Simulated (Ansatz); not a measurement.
Geometry optimisation, RKS PBE0/6-31G* (Ansatz 0.2.0).

Input file:

```yaml
crystal:
  periodic: [false, false, false]
  atoms:
    - { symbol: C, position_ang: [-1.5693, 0.0147, 1.517] }
    - { symbol: O, position_ang: [-0.9539, -1.1609, 1.273] }
    - { symbol: B, position_ang: [0.3304, -0.8635, 0.6616] }
    - { symbol: C, position_ang: [0.6072, -0.8076, -0.9071] }
    - { symbol: Si, position_ang: [1.1129, 0.873, -1.4403] }
    - { symbol: H, position_ang: [-1.0588, 0.7229, 2.2189] }
    - { symbol: H, position_ang: [-1.792, 0.607, 0.5578] }
    - { symbol: H, position_ang: [-1.65492, -1.76935, 1.61718] }
    - { symbol: H, position_ang: [1.3061, -0.6806, 1.4161] }
    - { symbol: H, position_ang: [1.2837, -1.5735, -1.1934] }
    - { symbol: H, position_ang: [-0.4481, -1.0379, -1.372] }
    - { symbol: H, position_ang: [0.1382, 1.8926, -0.9934] }
    - { symbol: H, position_ang: [2.3548, 1.2029, -0.8032] }
    - { symbol: H, position_ang: [1.2387, 0.928, -2.8669] }
basis:
  gaussian: { orbitals: "6-31G*" }
hamiltonian:
  xc: pbe0
relax:
  f_tol: 0.02
  max_steps: 50
```

Run as:

```bash
$ ansatz run input.yaml --threads 2 --pin off --max-ram 3072MiB --backend cpu --events-out ev --progress --plain --runs-dir out
```

Question: Where does it end, and by what steps?

Answer: The forces met the threshold. After 18 steps the energy has fallen by 3.873 eV; H8 moved furthest, 0.81 Å. Joined: C1–B3 (2.26 → 1.56 Å).

```tsv
step	energy less start (eV)	largest force component (eV/Å)	accepted
0	0.0000	7.300	yes
1	-1.0999	2.836	yes
2	-1.6022	2.015	yes
3	-1.9518	2.617	yes
4	-2.4584	2.016	yes
5	-3.0324	2.010	yes
6	-3.2528	1.038	yes
7	-3.3487	1.261	yes
8	-3.5502	1.334	yes
9	-3.7333	0.808	yes
10	-3.7799	1.379	yes
11	-3.8345	0.507	yes
12	-3.8473	0.594	yes
13	-3.8674	0.112	yes
14	-3.8702	0.089	yes
15	-3.8712	0.043	yes
16	-3.8720	0.039	yes
17	-3.8724	0.036	yes
18	-3.8726	0.018	yes
```

```xyz
14
Properties=species:S:1:pos:R:3
C -1.104 0.025 1.456
O -0.961 -1.459 1.569
B 0.246 -0.414 0.818
C 0.372 -0.647 -0.741
Si 1.162 0.863 -1.546
H -1.168 0.419 2.468
H -1.980 0.290 0.860
H -1.452 -1.862 0.838
H 1.218 -0.450 1.518
H 1.011 -1.508 -0.978
H -0.596 -0.798 -1.244
H 0.302 2.070 -1.365
H 2.497 1.157 -0.954
H 1.347 0.660 -3.014
```

The run took 32 s on 2 threads of Intel(R) Xeon(R) 6975P-C (Granite Rapids) (shared host), peak memory 0.24 GiB.
